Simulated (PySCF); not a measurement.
Spectrum to structure. Computed with PySCF, TDDFT CAM-B3LYP/def2-SVPD, vertical, gas phase, core orbitals frozen in the response. Geometries: PBE0-D3(BJ)/def2-SVP, one conformer each. Relativistic effects are left out although some hold elements past zinc.

| state | E (eV) | f |
| --- | --- | --- |
| S1 | 6.85 | 0.0005 |
| S2 | 7.74 | 0.018 |
| S3 | 7.79 | 0.043 |
| S4 | 7.97 | 0.027 |
| S5 | 8.36 | 0.0063 |
| S6 | 8.51 | 0.0050 |
| S7 | 8.64 | 0.0091 |
| S8 | 8.71 | 0.024 |
| S9 | 8.79 | 0.030 |
| S10 | 8.92 | 0.085 |

Orbital energies (eV): HOMO-3 -11.64, HOMO-2 -11.18, HOMO-1 -10.37, HOMO -9.58, LUMO 0.76, LUMO+1 0.96, LUMO+2 1.46.

Question: Which structure fits?
A. `CO[CH2][GeH2][C](F)(F)F`
B. `C[C@@H](F)c1ccccc1`
C. `CC(C)(C)C(C)(F)F`
D. `CC[O][GeH2][C](F)(F)F`

Answer: D. Its S1 lies at 6.85 eV; the nearest of the others has S1 at 7.23 eV. S1 is HOMO→LUMO (88%). Löwdin shares by element: HOMO oxygen 51%, carbon 14% or more, hydrogen 7% or more, germanium 6% (atoms not listed hold the other 22%); LUMO germanium 36%, hydrogen 20% or more, oxygen 10% (atoms not listed hold the other 34%). At the same level the other candidates give, for their lowest levels:
- `CO[CH2][GeH2][C](F)(F)F`: 7.23 eV (f 0.024); 7.84 eV (f 0.004); 8.08 eV (f 0.050); 8.19 eV (f 0.012); 8.32 eV (f 0.008); T1 7.01 eV; HOMO -9.40, LUMO 0.90 eV
- `CC(C)(C)C(C)(F)F`: 8.97 eV (f 0.011); 9.40 eV (f 0.063); 9.41 eV (f 0.069); 9.78 eV (f 0.162); 9.90 eV (f 0.006); T1 8.83 eV; HOMO -10.44, LUMO 1.22 eV
- `C[C@@H](F)c1ccccc1`: 5.43 eV (f 0.001); 6.10 eV (f 0.021); 6.99 eV (f 0.498); 7.02 eV (f 0.687); 7.14 eV (f 0.058); T1 4.07 eV; HOMO -8.45, LUMO 0.64 eV

Shape of the structure used: `[CH3:1][CH2:2][O:3][GeH2:4][C:5]([F:6])([F:7])[F:8]`: C1–C2–O3–Ge4 173°, C2–O3–Ge4–C5 68°, O3–Ge4–C5–F6 60°.
Triplets come from the Tamm–Dancoff approximation.

Without π bonds the low states are Rydberg-like; a valence basis with one diffuse set may place them up to an eV too high.
